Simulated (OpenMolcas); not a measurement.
## d3 ions of charge +4 down a group with 4 chloride ligands in tetrahedral coordination

```
Program             : OpenMolcas
Method              : SS-CASPT2, IPEA 0.25 Eh, imaginary shift 0.1 Eh
Spin-orbit coupling : RASSI with atomic mean-field integrals over the reference wave functions
```

The d shell is active; CASPT2 correlates the ligand valence shells and the outer metal core. Anionic complexes are neutralised by point charges behind the ligands. Distances were set from a Shannon-type radius of the metal (high-spin where two are listed) plus a fixed donor radius (Cl 1.76 Å). Ligand basis ANO-RCC-VDZP, DKH2 Hamiltonian. States (labels of Td). Energies in cm-1 above the lowest state or level, χT in cm3 K/mol; under a threefold ground state the first gap can be a small split of the lowest multiplet, not the spin-orbit step. Spin-only χT is S(S+1) / 2 for the spin of the ground state.

```json
{"Ion": "Mn4+", "Shell": "3d3", "R (Å)": "2.15", "Metal basis": "ANO-RCC-VDZP", "Ground state": "4T1", "First state of that spin": "4T2 12610", "First gap with spin-orbit (degeneracies)": "94 (4, 2)", "χT at 300 K": "1.457", "First state of another spin": "2E 1260", "Spin-only χT": "1.875"}
{"Ion": "Tc4+", "Shell": "4d3", "R (Å)": "2.27", "Metal basis": "ANO-RCC-VTZP", "Ground state": "2E", "First state of that spin": "7320", "First gap with spin-orbit (degeneracies)": "2170 (4, 2)", "χT at 300 K": "0.435", "First state of another spin": "4T1 2020", "Spin-only χT": "0.375"}
```

The rows also differ in their metal basis, so part of each step comes from that.

Below the highest spin of the shell: Tc4+. χT departs most from the spin-only value for Mn4+, by -0.418 cm3 K/mol.

Roots that are degenerate in the reference are averaged as groups; the widest CASPT2 spread within a group is 1200 cm-1 (the 3-fold group of multiplicity 2 near 17300 cm-1 above the lowest state of its run, Mn4+). Shifts and gaps below about the spread of the groups concerned are not significant. Over all roots computed the reference weight is 0.60 to 0.64 in Mn4+, 0.66 to 0.68 in Tc4+; a low but even weight reflects the number of correlated electrons. Ligand-to-metal charge-transfer states are missing. With no ligand orbital active B as a rule stays too high, so bands that hang on it stand too high and its fall with covalency is understated. With one d shell and no ligand orbital active, 10Dq can be off by a tenth or more. An orbital triplet at a regular site is open to Jahn-Teller coupling, which can distort the site and quench the lowest spin-orbit gaps and is left out (holds for Mn4+). This shell can be high or low spin here, a state of another spin lies low, and with metal d orbitals alone active their balance is uncertain, so the ground spin may be wrong (holds for Mn4+). The least metal-like active orbital is 74 % on the metal (Löwdin) and no ligand orbital is active, so the numbers are rough (holds for Mn4+). An orbital doublet at a regular site is open to a Jahn-Teller distortion, which this geometry leaves out (holds for Tc4+). This shell can be high or low spin here, a state of another spin lies low, and with metal d orbitals alone active their balance is uncertain, so the ground spin may be wrong, although the usual error favours high spin (holds for Tc4+). The least metal-like active orbital is 69 % on the metal (Löwdin) and no ligand orbital is active, so the numbers are rough, and ground spin, moment and any spin crossover can be artefacts of this space; highly charged d ions in such sites are as a rule low spin (holds for Tc4+). These CASPT2 states fit no ligand-field parameters well, so their order and spin gaps are uncertain (holds for Tc4+). No measured value stands beside these numbers; the geometry was imposed, not optimised, and the real ion may take another.
